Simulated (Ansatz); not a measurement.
```yaml
crystal:
  periodic: [false, false, false]
  atoms:
    - {symbol: C, position_ang: [-3.894309, 1.150400, -0.158419]}
    - {symbol: N, position_ang: [-3.129215, -0.080588, -0.134908]}
    - {symbol: C, position_ang: [-3.812316, -1.360181, -0.139282]}
    - {symbol: C, position_ang: [-1.754691, -0.030800, -0.072530]}
    - {symbol: C, position_ang: [-1.038847, 1.197287, -0.041988]}
    - {symbol: C, position_ang: [0.351973, 1.178042, 0.014152]}
    - {symbol: C, position_ang: [1.036549, -0.056967, 0.043471]}
    - {symbol: C, position_ang: [2.519942, -0.092022, 0.099575]}
    - {symbol: N, position_ang: [3.154761, 1.105379, 0.118114]}
    - {symbol: C, position_ang: [4.489549, 1.084627, 0.166582]}
    - {symbol: C, position_ang: [5.223410, -0.110750, 0.198337]}
    - {symbol: C, position_ang: [4.465091, -1.292324, 0.174109]}
    - {symbol: N, position_ang: [3.130129, -1.297282, 0.125890]}
    - {symbol: N, position_ang: [0.369191, -1.228311, 0.020867]}
    - {symbol: C, position_ang: [-0.956623, -1.219247, -0.032332]}
    - {symbol: H, position_ang: [-3.735106, 1.763808, 0.758650]}
    - {symbol: H, position_ang: [-4.971362, 0.911850, -0.224346]}
    - {symbol: H, position_ang: [-3.632723, 1.786509, -1.034780]}
    - {symbol: H, position_ang: [-3.514736, -1.989563, -1.008214]}
    - {symbol: H, position_ang: [-4.902873, -1.191998, -0.202011]}
    - {symbol: H, position_ang: [-3.609913, -1.949583, 0.784192]}
    - {symbol: H, position_ang: [-1.565969, 2.160209, -0.064113]}
    - {symbol: H, position_ang: [0.937351, 2.107433, 0.036839]}
    - {symbol: H, position_ang: [5.000229, 2.065326, 0.183095]}
    - {symbol: H, position_ang: [6.322050, -0.121032, 0.238822]}
    - {symbol: H, position_ang: [4.961353, -2.280824, 0.197106]}
    - {symbol: H, position_ang: [-1.442905, -2.209399, -0.046855]}
basis:
  gaussian: {orbitals: def2-TZVP}
magnetization: {spin_polarized: true, initial_magnetization: 2}
hamiltonian: {xc: pbe0, dispersion: d4}
scf: {omitted_lower_state_checks: [starts]}
output: {orbitals: {seedname: orbitals}}
```

```sh
$ ansatz run in.yaml --threads 6 --pin off --events-out ev --progress --plain --max-ram 7833MiB
```

Does this run fit into the memory that it is given?

No. It has 537 basis functions, and Ansatz plans for 9 GiB where 8 GiB are given.
